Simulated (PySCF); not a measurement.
**Correlation energy of Mo (molybdenum, neutral)**

[Kr] 4d4 5s2, high-spin 5D determinant (an excited configuration). Computed with PySCF 2.14 in x2c-TZVPPall with one added diffuse shell each of s, p, d, f type (9s7p7d3f1g, 95 functions), with the spin-free X2C one-electron Hamiltonian (Gaussian nucleus). Frozen: [Ar] 3d10; 14 electrons correlated.

MP2 pair energies summed by pair of shells (mhartree):

```json
{"pair": "4p-4d", "energy": "-119.89", "share (%)": "32.2"}
{"pair": "4p-4p", "energy": "-86.45", "share (%)": "23.2"}
{"pair": "4d-5s", "energy": "-37.41", "share (%)": "10.0"}
{"pair": "4d-4d", "energy": "-35.22", "share (%)": "9.4"}
{"pair": "4s-4p", "energy": "-30.23", "share (%)": "8.1"}
{"pair": "4p-5s", "energy": "-23.39", "share (%)": "6.3"}
{"pair": "5s-5s", "energy": "-19.30", "share (%)": "5.2"}
{"pair": "4s-4d", "energy": "-14.43", "share (%)": "3.9"}
{"pair": "4s-4s", "energy": "-5.16", "share (%)": "1.4"}
{"pair": "4s-5s", "energy": "-1.40", "share (%)": "0.4"}
```

Total MP2 correlation energy: -372.86 mhartree.

Same-spin part -124.62 and opposite-spin part -248.24 mhartree; SCS-MP2 scales them by 1/3 and 6/5 to -339.43 mhartree.

This basis was not built for core-valence correlation, so the inner-shell part is incomplete.
